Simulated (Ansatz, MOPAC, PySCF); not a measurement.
Dimer: N2 (SMILES N#N) (first 2 atoms) with GeH4 (SMILES [GeH4]); geometry from B3LYP-D3(BJ)/def2-TZVP, rigid monomers moved along the line of their centres of mass till N1···Ge3 is 3.25 Å.
(charge 0, multiplicity 1):
```xyz
7

N     -0.440     0.512     0.142
N     -0.115     1.190    -0.649
Ge     0.075    -0.235     3.258
H      1.300     0.373     2.558
H      0.409    -0.488     4.736
H     -0.296    -1.562     2.581
H     -1.106     0.741     3.160
```

Interaction energies are E(AB) − E(A) − E(B) at the monomers' geometry in the complex; basis-set methods are counterpoise corrected. Rows marked so take none.

Frozen-core correlation. Filled d and f shells under p-block atoms count as core. CBS: X⁻³ extrapolation of the correlation energy, Hartree–Fock from the larger set. Rows in 3-21G, 6-31G* carry no dispersion term and start afresh at each structure (6-31G* with six Cartesian d functions); the Pople sets are all-electron and without relativity. MP2/6-31G* freezes PySCF's default core, which leaves 3d correlated. The state reached by PM6, PM7 isn't checked; PM7 holds dispersion and hydrogen-bond terms.

The values were computed with Ansatz (Gaussian basis) for Hartree–Fock, density functionals and correlated methods; MOPAC for PM6, PM7 (differences of heats of formation); PySCF for 3-21G rows, 6-31G* rows, the dispersion terms. 

Other levels give for the interaction energy: PBE/def2-TZVPPD 22.0; B3LYP/def2-TZVPPD 50.5; B3LYP-D3(BJ)/def2-TZVPPD -9.3; wB97M-V/def2-TZVPPD -8.2; CCSD(T)/CBS(aug-cc-pVDZ, aug-cc-pVTZ) -7.3 meV.

Common cheap choices:

| level | interaction energy (meV) | less -7.3 (CCSD(T)/CBS(aug-cc-pVDZ, aug-cc-pVTZ)) |
|---|---|---|
| PM6 | 20.7 | 28.1 |
| PM7 | -54.8 | -47.5 |
| HF/3-21G (no counterpoise) | -53.4 | -46.1 |
| HF/6-31G* (no counterpoise) | 43.9 | 51.3 |
| BP86/6-31G* (no counterpoise) | 24.7 | 32.0 |
| B3LYP/3-21G (no counterpoise) | -114.5 | -107.1 |
| M06-2X/6-31G* (no counterpoise) | -56.2 | -48.8 |
| MP2/6-31G* | 29.4 | 36.7 |

Ansatz is a program for electronic structure.
